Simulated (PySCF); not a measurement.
CH₂F₄Si, SMILES FC[Si](F)(F)F (B3LYP/def2-SVP optimised geometry):

```
8

F      1.472    -1.410    -0.013
C      0.999    -0.109     0.000
Si    -0.872    -0.109     0.000
F     -1.470    -0.838     1.296
F     -1.395     1.410     0.000
F     -1.472    -0.841    -1.294
H      1.382     0.434    -0.883
H      1.380     0.416     0.895
```

Level of theory: B3LYP/def2-TZVP (PySCF).

Task: What are the frontier orbital energies and the dipole moment?

Result: HOMO-2 -11.97 eV, HOMO-1 -10.43 eV, HOMO -9.60 eV, LUMO -0.11 eV, LUMO+1 0.36 eV; dipole moment 2.08 D.

Meta-Löwdin charges at B3LYP/def2-TZVP: F1 -0.31, C2 -0.19, Si3 1.68, F4 -0.48, F5 -0.49, F6 -0.48, H7 0.14, H8 0.14.
